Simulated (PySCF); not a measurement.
C₂H₂O, SMILES O1C=C1. Geometry optimised at PBE0-D3(BJ)/def2-TZVP.

Computed equilibrium geometry at PBE0-D3(BJ)/def2-TZVP (PySCF confirms it by a frequency run) as a Z-matrix, and its point group:
point group C2v.
```
C
C 1 1.2597
H 2 1.0714 1 162.01
H 1 1.0714 2 162.01 3 0.00
O 1 1.4805 4 133.17 2 180.00
```
